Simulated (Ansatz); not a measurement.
A made-up structure of B2H4Te, singlet:

B1  (-1.008, -0.268, 0.281)
B2  (0.039, 0.845, -0.294)
Te3  (2.057, 0.214, -0.462)
H4  (-1.567, -1.040, -0.446)
H5  (-0.513, 0.774, 0.712)
H6  (-0.130, 1.972, -0.645)
H7  (1.817, -1.329, 0.108)
(Å)

It is relaxed with PBE-D4/def2-SVP and then PBE0-D4/def2-TZVP (Ansatz 0.2.0). Atoms count as bonded within 1.22 times the sum of their covalent radii (H–H: 0.88 Å). The end point is not checked to be a true minimum.

Task: Does its bonding change? (Judge from chemistry; the calculation decides.)

Result: By the calculation: Yes. Formed: none; broken: B2–H5.

Where it ends: The first stage lowers the energy by 2.79 eV in 16 steps. It ends as B₂H₄Te ([BH2][BH][TeH]):
```xyz
7
angstrom
B -0.9240 0.0097 0.2004
B 0.1923 0.9515 -0.5283
Te 2.1671 0.1778 -0.5695
H -1.5286 -0.8312 -0.4044
H -1.1342 0.0815 1.3791
H 0.0953 2.0189 -1.0526
H 1.8265 -1.2398 0.2302
```

Labels in which every atom is bracketed show which atoms are joined, not bond orders.

For scale, one of the runs: PBE0-D4/def2-TZVP relaxation, 136 basis functions, launched by `ansatz run in.yaml --threads 2 --pin off --events-out ev --progress --plain --max-ram 4352MiB`. The run took about 21 s on 2 CPU threads of an Arm Neoverse V1 (shared host).
